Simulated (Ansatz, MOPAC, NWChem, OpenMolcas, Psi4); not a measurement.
**CH2NOSi (SMILES O=C=N[SiH2]): the zero-point energy at each level's own minimum, rung by rung**

The runs start from one conformer, not always the lowest.

CH2NOSi, doublet, SMILES `O=C=N[SiH2]`. Each level relaxes the structure for itself.

Each level gives the zero-point energy at each level's own minimum (kJ/mol). The values are calculated.

```tsv
level	kind	program	value (kJ/mol)
AM1	semi-empirical	MOPAC	75.5
PM6	semi-empirical	MOPAC	70.3
PM6-D3H4	semi-empirical	MOPAC	70.3
PM6-DH2	semi-empirical	MOPAC	70.3
UHF/3-21G	Hartree–Fock	OpenMolcas	81.3
UHF/6-31G* (spherical functions)	Hartree–Fock	NWChem	82.7
UHF/6-31G* (Cartesian functions)	Hartree–Fock	OpenMolcas	82.6
UPBE-D3(BJ)/def2-SVP (density fitting)	GGA	Psi4	73.7
UB3LYP-D3(BJ)/6-31G* (spherical functions)	global hybrid	NWChem	76.1
UPBE0-D4/def2-TZVP	global hybrid	Ansatz	76.2
```

Harmonic and unscaled. The values span 70.3 to 82.7 kJ/mol.
